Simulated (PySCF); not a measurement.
Te(iPr)(SH), C3H8STe, SMILES CC(C)[Te]S at its B3LYP/def2-SVP optimised geometry (Å):

```
13

Te    -0.0510    -1.9919     0.0000
C     -0.3805     0.2136     0.0000
C     -1.8906     0.4397    -0.0098
C      0.3473     0.8956    -1.1489
H      0.0407     0.5377     0.9635
H     -2.1069     1.5215     0.0424
H     -2.3537     0.0602    -0.9363
H     -2.3926    -0.0372     0.8475
H      1.4248     0.6724    -1.1343
H      0.2290     1.9919    -1.0693
H     -0.0561     0.5811    -2.1251
S      2.3926    -1.9919     0.0000
H      2.5669    -1.9351     1.3437
```

Calculation: B3LYP/def2-TZVP, def2 effective core potentials past Kr (PySCF). The core electrons that the potentials of Te replace are not part of the density. Cells within 0.4 Å of a nucleus heavier than hydrogen are left out (blank, or x).

Map of the log10 of the electron density (e/bohr³), floored at −4 on the plane z = 0.0 Å:

```
|000000000000000000000000000|
|000000000000000000000000000|
|000000000000000000000000000|
|000000000000000000000000000|
|000000111000111100000000000|
|000012222211222211000000000|
|000123343322233321100000000|
|000234555433334332100000000|
|001235676543444432210000000|
|001245677554555443221000000|
|001345677666665543321000000|
|0023457xx777776544322100000|
|0123467xx77xx76543322211000|
|01234567777xx76543333322100|
|002345666666766543444433210|
|001234555556666544455544321|
|000123344456666555566654321|
|000112233456887656677765431|
|000001223567xx976678x765432|
|000000124568xx97667xxx65432|
|000000124567998666678765432|
|000000123456776655667665421|
|000000123445665545556554321|
|000000012344444444444443210|
|000000011233333333333332110|
|000000001122222222222221100|
|000000000011111111111110000|
```
Scale: ten equal steps from -4.00 (start of '0') to 0.545 (end of '9'), in the order '0123456789'; x runs from -4.50 to 4.50, y from -4.50 (bottom) to 4.50 (top).
